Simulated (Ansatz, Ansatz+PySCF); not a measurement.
```xyz
17

C    -0.0076    0.0432   -0.0240
C     0.0082    0.8720    1.2219
C    -0.0345    0.0085    2.5017
C     0.0318    0.8940    3.8087
C     0.0336   -0.0144    5.1078
H     0.0300    0.6266   -0.8427
H     0.8450   -0.6427   -0.0320
H    -0.9375   -0.6342   -0.0288
H    -0.8649    1.5433    1.2706
H     0.8367    1.4836    1.2860
H     0.8421   -0.6441    2.5067
H    -0.9227   -0.6449    2.5654
H    -0.9234    1.4780    3.7843
H     0.9160    1.5097    3.7713
H     0.0301    0.6230    5.9191
H    -0.8577   -0.5984    5.0656
H     0.9376   -0.6266    5.1024
```

Basis set: def2-SVP (spherical functions). Correlated methods keep 5 orbitals frozen. Charge 0, multiplicity 1.

Computed with Ansatz (development build ahead of 0.2.0); each method stands on the lowest determinant of its kind that the runs found. Restricted open shells among the atoms or ions are ROHF, correlated in semicanonical orbitals with singles.

(1) Give the atomization energy at this shape (free ground-state atoms in the same class of orbitals less the molecule, no zero-point energy) of singlet C5H12 by RHF-MP2, RHF.

Results:

(1)

```json
{"method": "RHF-MP2", "atomization energy": "6397.3 kJ/mol"}
{"method": "RHF", "atomization energy": "5187.0 kJ/mol"}
```

Caution: the shape is not the minimum.
